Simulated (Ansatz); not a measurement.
`C[Si]N([SiH3])[SiH3]` + CH₃SH → `C[Si]SC` + `[SiH3]N[SiH3]`  (ligand exchange at the Si–N bond)

Isolated molecules relaxed with PBE0-D4/def2-TZVP in Ansatz; ΔE leaves out vibrations. CBS: MP2 limit from def2 TZ/QZ plus the TZ coupled-cluster correction, frozen cores. This one scheme is used for every species. DFT in def2-TZVPP. B3LYP here is the variant with VWN-RPA as its local correlation; programs differ in this. One conformer a species, not always the lowest.

```json
{"level": "PBE-D4", "ΔE (kJ/mol)": "-22.9", "difference from CCSD(T)/CBS": "-9.6"}
{"level": "r2SCAN-D4", "ΔE (kJ/mol)": "-22.0", "difference from CCSD(T)/CBS": "-8.7"}
{"level": "PBE0-D4", "ΔE (kJ/mol)": "-20.5", "difference from CCSD(T)/CBS": "-7.2"}
{"level": "B3LYP-D4", "ΔE (kJ/mol)": "-14.4", "difference from CCSD(T)/CBS": "-1.1"}
{"level": "ωB97X-V", "ΔE (kJ/mol)": "-13.0", "difference from CCSD(T)/CBS": "0.3"}
{"level": "ωB97M-V", "ΔE (kJ/mol)": "-12.0", "difference from CCSD(T)/CBS": "1.3"}
{"level": "B2PLYP", "ΔE (kJ/mol)": "-19.4", "difference from CCSD(T)/CBS": "-6.1"}
{"level": "PBE", "ΔE (kJ/mol)": "-30.0", "difference from CCSD(T)/CBS": "-16.7"}
{"level": "r2SCAN", "ΔE (kJ/mol)": "-23.9", "difference from CCSD(T)/CBS": "-10.6"}
{"level": "PBE0", "ΔE (kJ/mol)": "-26.8", "difference from CCSD(T)/CBS": "-13.5"}
{"level": "B3LYP", "ΔE (kJ/mol)": "-25.8", "difference from CCSD(T)/CBS": "-12.5"}
{"level": "HF/def2-TZVPP", "ΔE (kJ/mol)": "-18.7", "difference from CCSD(T)/CBS": "-5.4"}
{"level": "MP2/def2-TZVPP", "ΔE (kJ/mol)": "-11.2", "difference from CCSD(T)/CBS": "2.1"}
{"level": "SCS-MP2/def2-TZVPP", "ΔE (kJ/mol)": "-9.6", "difference from CCSD(T)/CBS": "3.7"}
{"level": "CCSD/def2-TZVPP", "ΔE (kJ/mol)": "-8.7", "difference from CCSD(T)/CBS": "4.6"}
{"level": "CCSD(T)/def2-TZVPP", "ΔE (kJ/mol)": "-8.7", "difference from CCSD(T)/CBS": "4.6"}
{"level": "HF/def2-QZVPP", "ΔE (kJ/mol)": "-17.7", "difference from CCSD(T)/CBS": "-4.4"}
{"level": "MP2/def2-QZVPP", "ΔE (kJ/mol)": "-13.4", "difference from CCSD(T)/CBS": "-0.1"}
{"level": "SCS-MP2/def2-QZVPP", "ΔE (kJ/mol)": "-12.1", "difference from CCSD(T)/CBS": "1.2"}
{"level": "HF/CBS(def2)", "ΔE (kJ/mol)": "-17.6", "difference from CCSD(T)/CBS": "-4.3"}
{"level": "MP2/CBS(def2)", "ΔE (kJ/mol)": "-15.7", "difference from CCSD(T)/CBS": "-2.4"}
{"level": "CCSD/CBS(def2)", "ΔE (kJ/mol)": "-13.2", "difference from CCSD(T)/CBS": "0.1"}
{"level": "CCSD(T)/CBS", "ΔE (kJ/mol)": "-13.3", "difference from CCSD(T)/CBS": "0"}
```

Largest T1 diagnostic among the species: 0.014.

The D4 term adds +11.3 kJ/mol with B3LYP and +6.3 kJ/mol with PBE0; it sums over pairs of atoms, weighted by their polarisabilities, and B3LYP, whose exchange is more repulsive, gets the larger term. In def2-TZVPP, CCSD(T) changes the Hartree–Fock value by +10.0 kJ/mol (the triples alone add −0.1 kJ/mol) and MP2 by +7.6 kJ/mol.

CCSD(T)/CBS has its own doubt, a few kJ/mol and more with outer-core shells, so smaller differences from it don't rank the levels.
